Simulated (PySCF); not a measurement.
CH$_{7}$Ge$_{2}$N, BGe$_{2}$H$_{7}$O, CH$_{4}$Ge$_{2}$ (calculated)

All values are calculated (PySCF 2.14.0). Calculation on a computer-drawn molecule: optimised geometry and harmonic frequencies of an isolated molecule of the commonest isotopes, restricted reference for singlets and unrestricted otherwise, frozen core in MP2; on germanium a core potential holds 10 electrons, which the energies leave out, and 3d is frozen in MP2 and coupled-cluster steps.

Common to all runs: charge 0; multiplicity 1; method HF; basis cc-pVDZ; basis and core potential on germanium cc-pVDZ-PP ECP10MDF.

```json
{"entry": 1, "formula": "CH7Ge2N", "start_structure": {"atoms_angstrom": [["Ge", -0.9904, -1.6369, 1.9465], ["N", -0.8812, 0.0705, 1.8312], ["C", -0.758, 0.8782, 0.6781], ["Ge", -0.7631, 0.2473, -1.179], ["H", -1.0133, -2.0019, 3.4307], ["H", -1.0329, -2.8642, 1.0297], ["H", 0.1649, 1.5251, 0.8462], ["H", -1.5847, 1.615, 0.8142], ["H", 0.3528, -0.6852, -1.4195], ["H", -2.0419, -0.5517, -1.4506], ["H", -0.658, 1.3495, -2.1812]]}, "given": {"drawn_bonds_atom": [1, 2, 3, 1, 1, 3, 3, 4, 4, 4], "drawn_bonds_other_atom": [2, 3, 4, 5, 6, 7, 8, 9, 10, 11], "drawn_bonds_order": [2, 1, 1, 1, 1, 1, 1, 1, 1, 1]}, "results": {"optimised_atom_element": ["Ge", "N", "C", "Ge", "H", "H", "H", "H", "H", "H", "H"], "optimised_atom_x [angstrom]": [-0.966, -0.8655, -0.7641, -0.7843, -1.058, -0.9788, 0.1553, -1.575, 0.3909, -2.086, -0.6743], "optimised_atom_y [angstrom]": [-1.593, 0.0708, 0.9326, 0.1863, -2.159, -2.646, 1.523, 1.668, -0.7807, -0.588, 1.33], "optimised_atom_z [angstrom]": [2.002, 1.855, 0.7012, -1.135, 3.404, 0.8933, 0.788, 0.7467, -1.354, -1.402, -2.153], "modes_frequency [cm^-1]": [24.71, 102.5, 142.8, 275.5, 383.6, 495.3, 504.4, 565.8, 653.8, 707.9, 778.8, 872.6, 905.5, 946.5, 963.9, 970.4, 1316, 1322, 1370, 1551, 2189, 2196, 2212, 2232, 2307, 3144, 3178], "modes_reduced_mass [dalton]": [1.76, 9.31, 1.049, 2.662, 1.268, 1.071, 1.921, 1.06, 1.286, 2.065, 4.916, 1.481, 1.043, 1.031, 1.025, 1.022, 1.11, 8.906, 1.26, 1.071, 1.023, 1.022, 1.013, 1.021, 1.019, 1.059, 1.103], "rotational_constants [GHz]": [7.779, 0.952, 0.8616], "total_energy [hartree]": -683.0458, "convergence_status_largest_gradient_component [hartree/bohr]": 2.549e-05}}
{"entry": 2, "formula": "BGe2H7O", "start_structure": {"atoms_angstrom": [["Ge", -0.5408, 2.5766, -1.4533], ["B", 0.6416, 1.3708, -0.4196], ["O", 0.2665, 0.399, 0.3157], ["Ge", -1.0351, -0.5393, 0.9018], ["H", -0.4117, 2.5864, -2.9576], ["H", -0.5596, 4.0348, -1.1064], ["H", -2.0241, 2.3048, -1.3342], ["H", 1.8637, 1.5785, -0.4863], ["H", -2.3524, -0.0405, 0.4658], ["H", -0.7492, -1.9924, 0.4872], ["H", -0.8981, -0.3853, 2.4261]]}, "given": {"drawn_bonds_atom": [1, 2, 3, 1, 1, 1, 2, 4, 4, 4], "drawn_bonds_other_atom": [2, 3, 4, 5, 6, 7, 8, 9, 10, 11], "drawn_bonds_order": [1, 1, 1, 1, 1, 1, 1, 1, 1, 1]}, "results": {"optimised_atom_element": ["Ge", "B", "O", "Ge", "H", "H", "H", "H", "H", "H", "H"], "optimised_atom_x [angstrom]": [-0.6284, 0.7169, 0.4287, -1.046, -0.09925, -0.7766, -2.045, 1.842, -2.137, -1.446, -0.6088], "optimised_atom_y [angstrom]": [2.395, 1.528, 0.5378, -0.4329, 2.242, 3.902, 1.788, 1.967, 0.5246, -1.173, -1.385], "optimised_atom_z [angstrom]": [-1.61, -0.2292, 0.623, 0.985, -3.046, -1.344, -1.583, -0.2103, 1.452, -0.2865, 2.088], "modes_frequency [cm^-1]": [43.62, 79.28, 108.7, 189.3, 267.8, 433.4, 447.1, 611.2, 665.4, 692.1, 709.4, 851.7, 896.7, 948.7, 950.8, 955.0, 970.6, 974.0, 1189, 1404, 2172, 2184, 2201, 2263, 2269, 2288, 2643], "modes_reduced_mass [dalton]": [1.076, 10.34, 1.022, 2.768, 2.962, 2.252, 1.043, 4.247, 1.973, 1.129, 1.235, 1.539, 1.053, 1.041, 1.028, 1.023, 1.021, 1.035, 1.246, 8.562, 1.023, 1.023, 1.014, 1.024, 1.02, 1.015, 1.091], "rotational_constants [GHz]": [7.489, 0.8337, 0.7645], "total_energy [hartree]": -690.4116, "convergence_status_largest_gradient_component [hartree/bohr]": 4.695e-06}}
{"entry": 3, "formula": "CH4Ge2", "start_structure": {"atoms_angstrom": [["Ge", 2.3326, -1.9831, 1.418], ["C", 0.9936, -0.7067, 1.0097], ["Ge", 0.0448, -0.6518, -0.5645], ["H", 2.124, -2.764, -0.007], ["H", 0.6698, 0.0191, 1.7507], ["H", -1.0024, 0.4029, -0.9579], ["H", 0.2136, -1.5778, -1.6796]]}, "given": {"drawn_bonds_atom": [1, 2, 1, 2, 3, 3], "drawn_bonds_other_atom": [2, 3, 4, 5, 6, 7], "drawn_bonds_order": [1, 2, 1, 1, 1, 1]}, "results": {"optimised_atom_element": ["Ge", "C", "Ge", "H", "H", "H", "H"], "optimised_atom_x [angstrom]": [2.286, 0.9354, 0.04376, 2.17, 0.6933, -1.025, 0.2725], "optimised_atom_y [angstrom]": [-2.021, -0.6926, -0.6269, -2.78, 0.06601, 0.411, -1.618], "optimised_atom_z [angstrom]": [1.39, 0.9884, -0.5524, -0.0076, 1.728, -0.8982, -1.68], "modes_frequency [cm^-1]": [161.7, 164.5, 429.1, 489.7, 583.7, 628.4, 857.9, 864.6, 920.2, 955.6, 1189, 1940, 2235, 2295, 3311], "modes_reduced_mass [dalton]": [8.136, 1.542, 1.011, 1.798, 1.132, 1.489, 1.087, 1.389, 2.011, 1.098, 1.481, 1.021, 1.02, 1.02, 1.087], "rotational_constants [GHz]": [28.98, 1.231, 1.181], "total_energy [hartree]": -626.8619, "convergence_status_largest_gradient_component [hartree/bohr]": 3.529e-05}}
```
